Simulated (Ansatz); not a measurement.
`B[SiH](Cl)[SnH3]` + `Cl[SiH](Cl)Cl` → `Cl[Si](Cl)(Cl)[SnH3]` + `B[SiH2]Cl` at 500 K and 1 bar (formal exchange of groups at the Sn–Si bond).

Gas-phase electronic energies from Ansatz, PBE0-D4/def2-TZVP geometries. CCSD(T)/CBS is the MP2 limit (def2-TZVPP, def2-QZVPP) plus CCSD(T) − MP2 in def2-TZVPP, frozen cores. This one scheme is used for every species. def2 core potentials past Kr. For Sn outer-core shells are correlated without core-valence functions, which leaves a few kJ/mol of doubt a bond.

| species | CCSD(T)/CBS energy (Eh) | H − E (kJ/mol) | S (J/(mol·K)) |
| --- | --- | --- | --- |
| `B[SiH](Cl)[SnH3]` | -991.28328 | 188.2 | 461.7 |
| `Cl[SiH](Cl)Cl` | -1669.16736 | 70.1 | 357.1 |
| `Cl[Si](Cl)(Cl)[SnH3]` | -1884.38755 | 122.5 | 475.0 |
| `B[SiH2]Cl` | -776.05948 | 134.8 | 351.5 |

H − E and S are ideal-gas, rigid-rotor, harmonic terms from PBE0-D4/def2-TZVP, for one conformer and one mirror image of each species. 1 Eh = 2625.50 kJ/mol, R = 8.31446 J/(mol·K).

Q: By hand: ΔE, ΔH, ΔS and ΔG.

A: ΔE = (-1884.38755) + (-776.05948) − (-991.28328) − (-1669.16736) = 0.00361 Eh = 9.5 kJ/mol. Δ(H − E) = 122.5 + 134.8 − 188.2 − 70.1 = -1.0, so ΔH = 8.5 kJ/mol. ΔS = 475.0 + 351.5 − 461.7 − 357.1 = 7.7 J/(mol·K). ΔG = 8.5 − 500 × (7.7)/1000 = 4.7 kJ/mol.

Q: By hand: the equilibrium constant, and the temperature at which ΔG would vanish if ΔH and ΔS stayed fixed.

A: log₁₀ K = −ΔG/(RT ln 10) = -0.5. ΔG = 0 at ΔH/ΔS = 1104 K, though so small a ΔH makes that figure unsure.

TΔS isn't small against ΔH here. The sign of ΔG lies within the doubt. A doubt of 5 kJ/mol in ΔE shifts log₁₀ K by 0.5 here. Other conformers and mirror images would add mixing entropy, several J/(mol·K) or more a flexible species. Modes under 60 cm⁻¹, often nearly free rotors, make the harmonic entropy too high. These are equilibria of isolated gas molecules and say nothing of rates. Largest T1 diagnostic: 0.013 (customary marks: 0.02 for closed shells, 0.045 for open ones).
